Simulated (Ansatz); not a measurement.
**Energy profile**

The step: CH₇NSi ([CH3][SiH2][NH2]) + H₂ → SiNH₅ ([NH2][SiH3]) + CH₄; bonds formed: Si1–H7, C2–H6; bonds broken: Si1–C2, H6–H7 (atoms numbered as in the saddle structure below).

Si1  (-0.232, -0.587, -0.041)
C2  (0.812, 1.132, 0.650)
H3  (1.029, -1.053, -0.687)
H4  (-1.372, -0.209, 0.845)
N5  (-1.196, -0.774, -1.449)
H6  (0.741, -0.135, 1.236)
H7  (0.455, -1.184, 1.365)
H8  (0.443, 1.673, 1.523)
H9  (0.436, 1.665, -0.231)
H10  (1.901, 1.162, 0.590)
H11  (-0.829, -1.084, -2.334)
H12  (-2.188, -0.605, -1.467)
(Å)

Electronic energies by CCSD(T) at an estimated basis limit (MP2 extrapolated from triple and quadruple zeta, plus CCSD(T) − MP2 in triple zeta), on PBE0-D4/def2-TZVP structures; CH9NSi, singlet; no counterpoise correction. Ansatz 0.2.0; basis: def2-TZVPP and def2-QZVPP; cores frozen in the correlated methods. Extrapolation: Hartree–Fock as exp(−7.88 √X), correlation as X^−2.97.

Task: Give the profile in eV, counted from the separated reactants. (Judge from chemistry; the value comes from the calculation.)

Result: By the calculation:
```
                                                                                                                     point      eV
separated: CH7NSi (linked as [CH3][SiH2][NH2]; Si1, C2, H3, H4, N5, H8, H9, H10, H11, H12; singlet) + H2 (H6, H7; singlet)   0.000
                                                                                                           start structure  -0.019
                                                                                                                    saddle   2.888
                                                                                                             end structure  -0.271
     separated: SiNH5 (linked as [NH2][SiH3]; Si1, H3, H4, N5, H7, H11, H12; singlet) + CH4 (C2, H6, H8, H9, H10; singlet)  -0.232
```

No T1 diagnostic of these runs exceeds 0.012. The end structure is not quite a true minimum (one mode of 36i cm⁻¹).

For scale, one of the runs: CCSD(T)/def2-TZVPP, 230 basis functions, launched by `ansatz run in.yaml --threads 4 --pin off --events-out ev --progress --plain --max-ram 9574MiB`. Hardware: 4 CPU threads of an Arm Neoverse V1, shared host. Wall time 49 s; peak host memory 3.9 GiB.
